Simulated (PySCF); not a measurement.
Identify the unknown among the candidates.

All candidates are C6H5NS.

| technique | computed result |
| --- | --- |
| 13C NMR | chemical shifts (computed TMS as zero) by class: 163.4 (1 C), 141.4 (1 C), 114.5 (1 C), 106.2 (1 C), 89.5 (1 C), 82.6 (1 C) ppm [GIAO PBE0/pcSseg-1] |
| UV, first state | lowest singlet excitation: 4.24 eV (293 nm, f = 0.064) [TDDFT PBE0/def2-SVPD] |
| Triplet | lowest triplet excitation (Tamm–Dancoff): 2.80 eV [TDA PBE0/def2-SVPD] |
| 1H NMR | chemical shifts (computed TMS as zero) by class: 7.07 (1 H), 5.90 (1 H), 3.73 (2 H), 3.00 (1 H) ppm [GIAO PBE0/pcSseg-1] |
| UV, strongest line | among the 8 lowest singlet transitions: S2 at 4.34 eV (285 nm, f = 0.267) [TDDFT PBE0/def2-SVPD] |
| Rotational structure | rotational constants A, B, C: 5.026, 1.188, 0.961 GHz [GFN2-xTB] |
| Dipole | 2.79 D [PBE0/def2-SVPD] |
| Polarisability | 102.6 au [PBE0/def2-SVPD] |
| NMR, other nuclei | isotropic shieldings of nuclei other than C and H, by class: 194 (1 N), 286 (1 S) ppm [GIAO PBE0/pcSseg-1] |

Electronic properties: PySCF, gas phase, density fitting. Levels stand in brackets. Geometry: GFN2-xTB; no solvent, vibrations or thermal averaging. NMR classes are plain means over equivalent atoms (diastereotopic ones count apart unless rotation or inversion swaps them), as if these changed places fast.

Question: Which candidate is it?
A. `C#Cc1cnsc1C`
B. `CCC#CC(=S)C#N`
C. `c1cc2sccc2[nH]1`
D. `C#Cc1ccc(N)s1`

Answer: D. It is `C#Cc1ccc(N)s1`. Numbering: `[CH:1]#[C:2][c:3]1[cH:4][cH:5][c:6]([NH2:7])[s:8]1`. Its formula, C6H5NS, gives 5 degrees of unsaturation: 1 ring and 4 π bonds in the structure found (Kekulé form). 6 carbons fall into 6 classes; from least to most shielded: aromatic carbon bearing nitrogen [C6] (163.4 ppm), aromatic CH carbon [C4] (141.4 ppm), substituted aromatic carbon [C3] (114.5 ppm), aromatic CH carbon [C5] (106.2 ppm), terminal alkyne carbon [C1] (89.5 ppm), alkyne carbon [C2] (82.6 ppm). Hydrogen classes from least to most shielded: 1 H on an aromatic CH carbon, C4 (7.07 ppm), 1 H on an aromatic CH carbon, C5 (5.90 ppm), 2 H on an aniline-type nitrogen, N7 (3.73 ppm), 1 H on a terminal alkyne carbon, C1 (3.00 ppm). The other shieldings belong to: 194 ppm, aniline-type nitrogen [N7]; 286 ppm, thiophene-type sulfur [S8]. By its constants the optimised geometry is an asymmetric top.

The others, at the same levels:
- `c1cc2sccc2[nH]1` fails: its computed 13C shifts are 141.1 (1 C), 134.1 (1 C), 131.6 (1 C), 124.0 (1 C), 113.3 (1 C), 106.8 (1 C) ppm, 1H shifts are 7.73 (1 H), 6.97 (1 H), 6.95 (1 H), 6.90 (1 H), 6.68 (1 H) ppm and rotational constant A is 4.027 GHz (against 5.026 GHz).
- `C#Cc1cnsc1C` fails: its computed 13C shifts are 182.1 (1 C), 164.5 (1 C), 121.5 (1 C), 92.3 (1 C), 80.1 (1 C), 14.9 (1 C) ppm, 1H shifts are 8.43 (1 H), 3.04 (1 H), 2.81 (3 H) ppm and rotational constant A is 3.325 GHz (against 5.026 GHz).
- `CCC#CC(=S)C#N` fails: its computed 13C shifts are 203.0 (1 C), 126.6 (1 C), 120.6 (1 C), 99.0 (1 C), 17.7 (1 C), 15.6 (1 C) ppm, 1H shifts are 2.82 (2 H), 1.45 (3 H) ppm and lowest singlet excitation is 1.78 eV (697 nm, f = 0.000) (against 4.24 eV).

Each candidate is one conformer, not necessarily the lowest. The conformers computed, where there is a choice (atom-mapped SMILES and torsion angles):
- `[CH:1]#[C:2][c:3]1[cH:4][cH:5][c:6]([NH2:7])[s:8]1`: H–N7–C6–C5 -25°, H–N7–C6–C5 -161°
